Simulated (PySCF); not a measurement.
C₃H₇BSi.
Atom-mapped SMILES: `[BH2:1][SiH2:2][CH:3]=[C:4]=[CH2:5]` (hydrogens: H6, H7 on B1; H8, H9 on Si2; H10 on C3; H11, H12 on C5)

Computed, not measured: PBE0-D3(BJ)/def2-SVP geometry optimisation, gas phase in PySCF.

**Question.** List the bond lengths, angles and torsions at this level.

**Answer.** 
```tsv
bond	length (bohr)
B1–Si2	3.801
Si2–C3	3.567
C3=C4	2.476
C4=C5	2.473
B1–H6, B1–H7	2.285
Si2–H8, Si2–H9	2.827
C3–H10	2.077
C5–H11, C5–H12	2.069
```

Bonds in one row agree within 0.02 bohr and their mean is given. A selection of angles:
```tsv
angle	degrees
Si2–B1–H6	119.9
Si2–B1–H7	122.1
H6–B1–H7	117.7
B1–Si2–C3	101.3
B1–Si2–H8	113.3
B1–Si2–H9	115.1
C3–Si2–H8	109.1
H8–Si2–H9	109.0
Si2–C3–C4	122.4
Si2–C3–H10	118.9
C4–C3–H10	118.6
C3–C4–C5	178.1
C4–C5–H11	121.1
H11–C5–H12	117.8
```

Torsions: B1–Si2–C3–C4 -100° (anticlinal). The mirror-image conformer, all signs reversed, is as good.

B1 (three-coordinate boron) is planar (angles 122.1°, 119.9° and 117.7°, sum 359.7°, 0.05 Å off the plane of its three neighbours). Si2 (SiH2 silicon) is distorted tetrahedral (angles from 101.3° to 115.1°).

Point group: C1 (no symmetry element, even within 0.4 Å). PBE0-D3(BJ)/def2-SVP frequencies: not computed here. One conformer, not necessarily the lowest (H–B1–Si2–C3 -74° and 99°, B1–Si2–C3–C4 -100°).

The run took 59 s on an Arm Neoverse V1 with one thread, shared host with 32 logical CPUs at a one-minute load of 16, and the process peaked at 0.45 GiB of memory. This is the geometry optimisation.
